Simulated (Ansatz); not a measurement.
Reaction (hydrogenolysis of the Si–F bond): `F[Si]Br` + H₂ → `[SiH]Br` + H–F

Computed with Ansatz on PBE0-D4/def2-TZVP structures; ΔE is electronic, products minus reactants. CBS: MP2 limit from def2 TZ/QZ plus the TZ coupled-cluster correction, frozen cores. This one scheme is used for every species. DFT in def2-TZVPP. B3LYP here is the variant with VWN-RPA as its local correlation; programs differ in this. For Br outer-core shells are correlated without core-valence functions, which leaves a few kJ/mol of doubt a bond. Scalar relativity is left out up to krypton.

`F[Si]Br`:

Z-matrix (Å, degrees):
```
Si
F 1 1.602
Br 1 2.255 2 100.7
```

H₂:

Z-matrix (Å, degrees):
```
H
H 1 0.746
```

`[SiH]Br`:

```xyz
3

Si   -0.098    0.180    0.851
Br    1.079    0.668   -0.997
H    -0.981   -0.848    0.146
```

H–F:

Cartesian coordinates in Å:
```
F 0.405 -0.130 0.176
H -0.405 0.130 -0.176
```

CCSD(T)/CBS gives +162.8 kJ/mol.

Q: Another level gave +165.6 kJ/mol. Which?
A. B3LYP-D4/def2-TZVPP
B. r2SCAN-D4/def2-TZVPP
C. PBE0-D4/def2-TZVPP
D. PBE/def2-TZVPP

A: D. PBE 165.6, PBE0-D4 159.8, r2SCAN-D4 175.8, B3LYP-D4 171.3 kJ/mol.

Largest T1 diagnostic among the species: 0.012.

Leaving LDA and LC-ωPBE aside and taking each functional with its dispersion term where it has one, the values, not all of them listed here, spread over 17.7 kJ/mol, from HSE06-D4 to BLYP-D4. LDA lies +3.3 kJ/mol from PBE without D4. From r2SCAN to r2SCAN0 (25 % exact exchange), in def2-TZVPP and without D4, ΔE moves by −7.9 kJ/mol.
